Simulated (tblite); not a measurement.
Run record: tight-binding relaxation, `B[C@@H]1[C@H](CF)[C@@]1(C)SC`.

Computed with GFN2-xTB geometry optimisation, gas phase (tblite 0.8.0). Start geometry: from a force field or distance geometry. The command runs a driver script over a list of jobs; the input below is this job's line of settings and its coordinates in Å.

Command:
```bash
OMP_NUM_THREADS=1 python probes_run.py task.json out
```

Input:
```
{"job": {"kind": "relax", "xc": "GFN2-xTB", "basis": "xTB"}, "charge": 0, "multiplicity": 1}
B     -2.043600     1.177600     1.024700
C     -1.102800     1.048800    -0.223500
C     -0.941200    -0.308400    -0.861300
C     -1.676700    -1.439300    -0.185700
F     -1.789600    -2.473400    -1.096300
C      0.210500     0.334700    -0.125000
C      0.696000    -0.281000     1.150800
S      1.549000     0.931100    -1.199000
C      3.114200     0.375500    -0.479400
H     -2.583800     2.218300     1.222000
H     -2.485100     0.232300     1.591500
H     -1.067100     1.960800    -0.843500
H     -0.851600    -0.346500    -1.961800
H     -2.697300    -1.129800     0.072300
H     -1.131700    -1.803600     0.715900
H      1.624300     0.251900     1.476600
H     -0.030900    -0.169200     1.975500
H      0.941400    -1.362000     0.965900
H      2.936500    -0.612000    -0.002100
H      3.479900     1.140700     0.237000
H      3.840700     0.270400    -1.300300
```

Output:
```
step      E/eV     max force
  0    -765.18577    1.662
  1    -765.33233    0.677
  2    -765.40694    0.440
  3    -765.43483    0.404
  4    -765.46789    0.287
  5    -765.48333    0.283
  6    -765.50248    0.358
  7    -765.52338    0.422
  8    -765.54606    0.451
  9    -765.56467    0.292
... (131 lines left out)
141    -765.84713    0.017
142    -765.84718    0.015
143    -765.84724    0.021
144    -765.84732    0.021
145    -765.84739    0.017
146    -765.84747    0.019
147    -765.84753    0.016
148    -765.84758    0.020
149    -765.84763    0.016
150    -765.84766    0.009
```

«max force» is the largest atomic force in eV/Å.

**Question.** From which step on does the largest force stay under 0.1 eV/Å, and how much energy is left to gain from there?

**Answer.** From step 93 (0.087 eV/Å), 19.8 meV above the end.

Summary of the converged run: energy lowered by 15.3 kcal/mol over 150 steps; largest atomic force 0.009 eV/Å at the end.

**Question.** Give the final coordinates.

**Answer.** 0.800 Å rms from the input after alignment:
```
atom  x, y, z in Å
B1    -2.2132    1.2887    0.9739
C2    -1.0800    1.1583   -0.0621
C3    -0.6521   -0.1673   -0.6930
C4    -1.3152   -1.4719   -0.3426
F5    -0.4757   -2.5149   -0.6798
C6     0.2795    0.5224    0.2384
C7     0.6316   -0.0203    1.5977
S8     1.6699    1.3708   -0.5649
C9     2.7043   -0.0697   -0.9706
H10   -2.8711    2.2544    0.9706
H11   -2.4446    0.4503    1.7554
H12   -0.9876    1.9813   -0.7650
H13   -0.4093   -0.1102   -1.7501
H14   -2.2346   -1.6158   -0.9207
H15   -1.5233   -1.5724    0.7232
H16    1.1369    0.7497    2.1780
H17   -0.2517   -0.3349    2.1439
H18    1.3010   -0.8743    1.4969
H19    2.0780   -0.8605   -1.3719
H20    3.2322   -0.4087   -0.0840
H21    3.4161    0.2621   -1.7192
```

Time: 1.6 s of wall time. Hardware: one thread of an Intel Xeon at 2.70 GHz, on a shared host.
Labels such as C1 count atoms from 1, the log's own numbers from 0.
